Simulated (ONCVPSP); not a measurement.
**What one change does to a pseudopotential (Cl (Z = 17), ONCV)**

* Element: Cl (Z = 17)
* Generator: ONCVPSP 4.0.1
* Type: optimised norm-conserving Vanderbilt (ONCV)
* Functional: PBE
* Relativity: non-relativistic
* Frozen core: [Ne]
* Valence charge: 7
* Reference configuration: 3s2 3p5
* Partial waves: 3s: rc 1.05 bohr, ncon 5, nbas 10, qcut 6.8 1/bohr, 2 projectors, debl 1.9 Ha; 3p: rc 1.45 bohr, ncon 4, nbas 8, qcut 4.7 1/bohr, 3 projectors, debl 0.4 Ha
* Local potential: polynomial inside 0.70 bohr (lpopt 4, dvloc0 0 Ha)
* Core correction: Teter function fitted to the true core (icmod 2), fcfact 0.25

All-electron outer shells of the reference configuration (PBE, non-relativistic, ld1.x):

| shell | level (eV) | outermost node (bohr) | outermost maximum (bohr) |
| --- | --- | --- | --- |
| 2s | -250.98 | 0.12 | 0.36 |
| 2p | -191.57 | – | 0.30 |
| 3s | -20.53 | 0.56 | 1.29 |
| 3p | -8.61 | 0.53 | 1.43 |

Change: s: qcut 4.2.

Cutoffs: the cutoffs (Ha) at which the residual kinetic energy of the hardest occupied pseudo-wave falls to 1 and 0.1 mHa per electron; they do not see the model core or the augmentation charge, which bear on the density cutoff. Errors are all-electron minus pseudo energies relative to the spin-unpolarised reference configuration.

Question: How do hardness, ghosts and transferability respond?

Answer: The potential gets neither clearly harder nor softer (222 Ha and 270 Ha → 208 Ha and 268 Ha); both files keep a bound ghost (p, s); the errors of the 4 common tests hardly move; the range in which the s phases agree narrows (upper end at the end of the scan → 3.7).

| quantity | base | changed |
| --- | --- | --- |
| cutoff, loose | 222 Ha | 208 Ha |
| cutoff, tight | 270 Ha | 268 Ha |
| loose cutoff by channel | s 222 Ha, p 7.6 Ha | s 208 Ha, p 7.6 Ha |
| bound ghosts | s, p | s, p |
| GHOST(+) flags under 300 eV | none | s at 107.0 eV |
| error for 3s2 3p4, meV [ΔE 13.89 eV] | +1.5 | +1.6 |
| error for 3s2 3p3, meV [ΔE 39.35 eV] | +12 | +13 |
| error for 3s2 3p2, meV [ΔE 77.66 eV] | +48 | +51 |
| error for 3s2 3p1, meV [ΔE 129.90 eV] | +134 | +144 |
| s: phases at 1.07 bohr within 0.05 rad from the reference energy up to (Ha; the scan ends near 5) | to the end of the scan | 3.7 |
| p: phases at 1.47 bohr within 0.05 rad from the reference energy up to (Ha; the scan ends near 5) | to the end of the scan | to the end of the scan |
| rms error of d²Exc/dni dnj with the model core, mHa | 0.44 | 0.43 |

 A true bound ghost makes a file unfit for plane-wave use even where its test errors are small: the radial tests pick states by their node count and pass the ghost by.
